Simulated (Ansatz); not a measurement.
Gas-phase electronic energies from Ansatz, PBE0-D4/def2-TZVP geometries. CCSD(T)/CBS adds triple-zeta CCSD(T) − MP2 to the extrapolated MP2 energy (def2 sets, frozen cores). This one scheme is used for every species. Each species was taken in one conformer, which may not be the lowest.

Reaction (ligand exchange at the Al–F bond): `[F][Al]([F])[SH]` + CH₃OH → `C[O][Al]([F])[SH]` + H–F

```csv
species,MP2/def2-QZVPP energy (Eh)
`[F][Al]([F])[SH]`,-840.08186
CH₃OH,-115.55941
`C[O][Al]([F])[SH]`,-855.25740
H–F,-100.36692
```

Q: Work out ΔE.

A: ΔE = (-855.25740) + (-100.36692) − (-840.08186) − (-115.55941) = 0.01695 Eh = +0.46 eV. CCSD(T)/CBS gives +0.48 eV.

Largest T1 diagnostic among the species: 0.012.

In def2-TZVPP, CCSD(T) changes the Hartree–Fock value by −0.07 eV (the triples alone add −0.01 eV) and MP2 by −0.08 eV. The D4 term adds −0.06 eV with B3LYP and −0.03 eV with PBE0; it sums over pairs of atoms, weighted by their polarisabilities, and B3LYP, whose exchange is more repulsive, gets the larger term.

B3LYP here is the variant with VWN-RPA as its local correlation; programs differ in this.
